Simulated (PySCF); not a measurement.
BaF (SMILES [F][Ba+]), charge +1, singlet, at a GFN2-xTB geometry (such geometries of metal compounds can be far from the true shape) (core potentials on Ba), with bond 1-2 at 1.3 times its length. Base run: B3LYP/def2-SVP run with PySCF.

Here is a job for PySCF.
```python
from pyscf import gto, scf, dft

mol = gto.M(
    atom='''
Ba    0.000000    0.000000   -1.030547
F     0.000000    0.000000    2.024934
''',
    basis='def2-svp',
    ecp={'Ba': 'def2-svp'},
    charge=1,
    spin=0,
    verbose=4,
)

mf = dft.RKS(mol)
mf.xc = 'b3lyp'
mf.kernel()
mf.analyze()
```

Each row names what was changed in the base input (with any setting that the change needs).

```
change                                                                            ΔE vs base (µEh)  SCF cycles        outcome
--------------------------------------------------------------------------------  ----------------  ----------  -------------
base                                                                                           0.0          11      converged
diis = off; damp = 0.6 (with mf.diis_start_cycle = 200; with mf.max_cycle = 150)               0.0          44      converged
diis_space = 2                                                                                 0.0          16      converged
level_shift = 0.1 (with mf.max_cycle = 100)                                                    0.0          16      converged
solver = newton                                                                                0.0           -      converged
init_guess = mod_huckel                                                                        0.0          14      converged
conv_tol = 1e-7                                                                                0.0          10      converged
diis_space = 4                                                                                 0.0          11      converged
diis = off (with mf.max_cycle = 100)                                                             -         100  not converged
conv_tol = 1e-6                                                                                0.0           9      converged
diis = off; damp = 0.3 (with mf.diis_start_cycle = 200; with mf.max_cycle = 150)                 -         150  not converged
init_guess = 1e                                                                                0.0          14      converged
level_shift = 1.0 (with mf.max_cycle = 100)                                                    0.0          70      converged
```
